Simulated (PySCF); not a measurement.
C₅H₉O, SMILES CC(C)C[C]=O, multiplicity 2.

Geometry: PBE0-D3(BJ)/def2-SVP. The isomer is the one that the SMILES or the coordinates give; other isomers of the formula were not compared. The values are those of a single conformer.

Level of theory: TDA-PBE0/def2-SVPD (PySCF 2.14.0).

Vertical excitations. 

Computed UV-visible absorptions:
```json
[
 {"state": "root 1", "energy (eV)": "2.40", "λ (nm)": "516", "f": "0.002", "main pairs": "α HOMO→LUMO 99 %"},
 {"state": "root 2", "energy (eV)": "5.17", "λ (nm)": "240", "f": "0.002", "main pairs": "α HOMO→LUMO+1 90 %"},
 {"state": "root 3", "energy (eV)": "5.96", "λ (nm)": "208", "f": "0.050", "main pairs": "α HOMO→LUMO+2 79 %"},
 {"state": "root 4", "energy (eV)": "6.05", "λ (nm)": "205", "f": "0.004", "main pairs": "α HOMO→LUMO+3 66 %"},
 {"state": "root 5", "energy (eV)": "6.17", "λ (nm)": "201", "f": "0.004", "main pairs": "α HOMO→LUMO+3 28 %, α HOMO→LUMO+4 24 %, α HOMO→LUMO+2 7 %, β HOMO→LUMO 11 %, β HOMO−1→LUMO 7 %, β HOMO−3→LUMO 7 %"},
 {"state": "root 6", "energy (eV)": "6.25", "λ (nm)": "198", "f": "0.009", "main pairs": "α HOMO→LUMO+4 59 %, β HOMO→LUMO 12 %, β HOMO−1→LUMO 7 %, β HOMO−3→LUMO 6 %"},
 {"state": "root 7", "energy (eV)": "6.69", "λ (nm)": "185", "f": "0.003", "main pairs": "β HOMO−1→LUMO 24 %, β HOMO−4→LUMO 13 %, β HOMO−5→LUMO 10 %, β HOMO→LUMO 7 %"},
 {"state": "root 8", "energy (eV)": "6.84", "λ (nm)": "181", "f": "0.003", "main pairs": "α HOMO→LUMO+5 5 %, β HOMO→LUMO 51 %"},
 {"state": "root 9", "energy (eV)": "6.95", "λ (nm)": "179", "f": "0.001", "main pairs": "α HOMO→LUMO+5 19 %, α HOMO−4→LUMO 6 %, α HOMO−2→LUMO 5 %, β HOMO−1→LUMO 17 %, β HOMO−1→LUMO+1 8 %, β HOMO−4→LUMO+1 7 %, β HOMO−5→LUMO+1 5 %"},
 {"state": "root 10", "energy (eV)": "6.96", "λ (nm)": "178", "f": "0.001", "main pairs": "α HOMO→LUMO+5 60 %"}
]
```
Unrestricted roots are not spin-pure.
